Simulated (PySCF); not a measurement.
## Mayer bond orders and bond lengths

Compound: C4H7NO2Si.
Numbering: `[CH3:1][O:2][C@:3]([SiH3:4])([C:5]#[N:6])[CH:7]=[O:8]` (hydrogens: H9, H10, H11 on C1; H12, H13, H14 on Si4; H15 on C7)

Geometry (GFN2-xTB, Å), atoms numbered from 1 in this order:
```
atom  x, y, z in Å
C1     1.8797   -0.9280   -0.0636
O2     0.4753   -0.9667    0.0826
C3    -0.1890    0.2802   -0.0365
Si4   -2.0193   -0.4002   -0.1799
C5     0.1240    1.0047   -1.2331
N6     0.3923    1.5606   -2.1970
C7    -0.1077    1.1226    1.1851
O8    -0.5048    2.2515    1.2888
H9     2.3381   -0.2581    0.6716
H10    2.1669   -0.6029   -1.0687
H11    2.2256   -1.9463    0.1036
H12   -2.9278    0.7407   -0.1987
H13   -2.0053   -1.1654   -1.4204
H14   -2.1630   -1.2488    0.9972
H15    0.3105    0.5641    2.0470
```

Bond orders from the PBE0/pcSseg-1 density (PySCF). One conformer (not necessarily the lowest) at the GFN2-xTB geometry, without solvent, vibrations or thermal averaging.

(1) How far do the computed orders between heavy atoms stray from the drawn ones?

(2) Give the Mayer order of every bond between heavy atoms, beside its length.

Results:

(1) The largest departure is 0.277, at C3–Si4 (drawn single, 0.723). Drawn single, order below 0.88: C3–Si4 (0.723).

(2) 
```tsv
bond	drawn as	length (Å)	Mayer order
C1–O2	single	1.412	0.900
O2–C3	single	1.418	0.892
C3–Si4	single	1.958	0.723
C3–C5	single	1.433	0.957
C5–N6	triple	1.145	3.013
C3–C7	single	1.486	0.917
C7–O8	double	1.201	2.041
```

By pair of heavy elements: C–O: lowest O2–C3 (0.892, 1.418 Å), highest C7–O8 (2.041, 1.201 Å). C–C: lowest C3–C7 (0.917, 1.486 Å), highest C3–C5 (0.957, 1.433 Å).

**Question.** And the bonds to hydrogen?

**Answer.** C–H: 0.94 to 0.97 (4 bonds); H–Si: 0.93 to 0.95 (3 bonds).

**Question.** Sum the orders of all bonds at each heavy atom with more than one neighbour and set the sums beside the valence in the SMILES.

**Answer.** C1 3.785 (drawn 4), O2 1.792 (drawn 2), C3 3.489 (drawn 4), Si4 3.544 (drawn 4), C5 3.970 (drawn 4), C7 3.899 (drawn 4). Orders between atoms that aren't bonded are not in these sums.

The Mayer order sums products of elements of PS (density times overlap matrix) between the two atoms' basis functions, so it depends on the basis set.

The run behind these numbers computed NMR shieldings as well. The run took 32 s wall (with the writing of density and orbital grids) on Arm Neoverse V1, one thread (shared host), and the process peaked at 0.81 GiB of memory.
